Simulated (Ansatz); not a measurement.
Computed with Ansatz on PBE0-D4/def2-TZVP structures; ΔE is electronic, products minus reactants. CCSD(T)/CBS adds triple-zeta CCSD(T) − MP2 to the extrapolated MP2 energy (def2 sets, frozen cores). This one scheme is used for every species. DFT in def2-TZVPP. B3LYP here is the variant with VWN-RPA as its local correlation; programs differ in this. Each species was taken in one conformer, which may not be the lowest.

Consider the formal exchange of groups at the Si–Cl bond: `S[SiH2]Cl` + `CNCO` → `OCN[SiH2]S` + `CCl`.

`S[SiH2]Cl`:

Cartesian coordinates in Å:
```
S -1.043 -1.336 0.182
Si 0.407 0.210 0.216
Cl -0.422 2.087 0.135
H -1.379 -1.130 -1.103
H 1.326 0.106 -0.937
H 1.111 0.064 1.507
```

`CNCO`:

Cartesian coordinates in Å:
```
C -1.284 -0.121 -0.641
N 0.133 0.163 -0.562
C 0.681 0.019 0.761
O 2.076 0.115 0.728
H -1.632 0.032 -1.664
H -1.908 0.495 0.027
H -1.461 -1.169 -0.385
H 0.329 1.096 -0.905
H 0.343 -0.955 1.147
H 0.351 0.792 1.470
H 2.373 -0.469 0.022
```

`OCN[SiH2]S`:

Cartesian coordinates in Å:
```
O 0.846 0.241 -1.907
C -0.002 0.985 -1.070
N -0.974 0.195 -0.363
Si -0.613 -0.547 1.136
S 1.228 -1.684 1.106
H 1.308 -0.401 -1.353
H 0.575 1.550 -0.324
H -0.498 1.706 -1.723
H -1.635 -0.262 -0.974
H -0.410 0.470 2.195
H -1.733 -1.466 1.441
H 1.909 -0.787 1.835
```

`CCl`:

Cartesian coordinates in Å:
```
C -0.043 -0.091 -0.105
Cl 0.483 1.017 1.175
H -1.129 -0.072 -0.157
H 0.305 -1.093 0.136
H 0.385 0.239 -1.049
```

```tsv
level	ΔE (eV)
PBE-D4	0.31
r2SCAN-D4	0.33
B3LYP-D4	0.28
HF/def2-TZVPP	0.40
SCS-MP2/def2-TZVPP	0.32
HF/def2-QZVPP	0.40
HF/CBS(def2)	0.40
MP2/CBS(def2)	0.31
```

(1) What does CCSD(T)/CBS give? (Best estimate.)

Largest T1 diagnostic among the species: 0.011.

Results:

(1) Computed: +0.30 eV. The listed levels differ from it by 0.01, 0.03, -0.02, 0.10, 0.02, 0.10, 0.10, 0.01 eV.

In def2-TZVPP, CCSD(T) changes the Hartree–Fock value by −0.09 eV (the triples alone add −0.02 eV) and MP2 by −0.08 eV. The D4 term adds −0.06 eV with B3LYP and −0.03 eV with PBE0; it sums over pairs of atoms, weighted by their polarisabilities, and B3LYP, whose exchange is more repulsive, gets the larger term.
